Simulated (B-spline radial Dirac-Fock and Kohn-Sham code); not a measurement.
**K-line shifts caused by a second vacancy in Mn²⁺**

System: manganese as Mn²⁺, configuration 1s2 2s2 2p6 3s2 3p6 3d3 4s2 (not the ground configuration).

Level of theory: Dirac-Fock (average of configuration) total-energy differences with a finite nucleus, the Breit interaction including its frequency dependence, and self-energy and vacuum-polarisation corrections; a radial atomic solver. Each two-hole energy is an average over J within one jj subconfiguration, not an observable level; in light atoms, where LS coupling holds, the j-resolved values are not observed lines, and for a K spectator the Kα1 hypersatellite is nearly forbidden. Electron correlation is not included.

Lines without a spectator: Kα2 (K-L2) 5884.8 eV, Kα1 (K-L3) 5895.0 eV, Kβ3 (K-M2) 6491.1 eV, Kβ1 (K-M3) 6492.4 eV. Shifts in eV with one spectator hole (a dash: not computed, or left out as unreliable):

```
spectator hole     Kα2     Kα1     Kβ3     Kβ1
        K (1s)  +260.9  +262.7  +327.0  +327.3
    L2 (2p1/2)  +23.44  +28.78       –   +68.2
    L3 (2p3/2)  +26.97  +25.77   +66.3       –
    M2 (3p1/2)       –   +2.03   +6.15   +7.69
    M3 (3p3/2)   +1.86       –   +7.37   +6.95
```

With n spectator holes in 2p, averaged over the 2p shell (energies in eV):

| n | KαLⁿ | step | hypersatellite KαʰLⁿ |
| --- | --- | --- | --- |
| 0 | 5891.6 | – | 6153.7 |
| 1 | 5918.3 | +26.7 | 6181.7 |
| 2 | 5946.3 | +28.0 | 6210.9 |
| 3 | 5975.4 | +29.2 | 6241.4 |
| 4 | 6005.9 | +30.4 | 6273.1 |
| 5 | 6037.5 | +31.7 | 6306.0 |
